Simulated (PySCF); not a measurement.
The numbers are results of TPSSh-D3(BJ)/def2-TZVP // CAM-B3LYP-D3(BJ)/def2-SVP run with PySCF, not measurements. All species are isolated molecules in the gas phase. One relaxed conformer stands for a flexible species; it need not be the lowest. Delta-SCF ions had no search for a lower state. Excitations are Tamm–Dancoff values on a coarser integration grid. The basis has no diffuse functions, so Rydberg states are missing or too high.

Reference species (SMILES): `C[CH2][In]([CH2]C)[CH2]C` (neutral, multiplicity 1).

```json
{
 "LUMO": "-1.17 eV",
 "vertical ionisation energy (Delta-SCF)": "7.93 eV",
 "T1 excitation (TDA)": "3.94 eV"
}
```

After one change: the LUMO decreases by 1.16 eV; the vertical ionisation energy (Delta-SCF) goes up by 1.01 eV; the T1 excitation (TDA) falls by 0.25 eV.

Q: Name the change that produced these shifts. The new species is one of these.
(A) `[I][In]([I])[I]`
(B) `C[CH2][In]([I])[I]` (C–C–In–I torsion 179°)
(C) `C[CH2][In]([I])[CH2]C` (C–C–In–I torsion 0°, I–In–C–C torsion 178°)

A: B, `C[CH2][In]([I])[I]` (C–C–In–I torsion 179°)
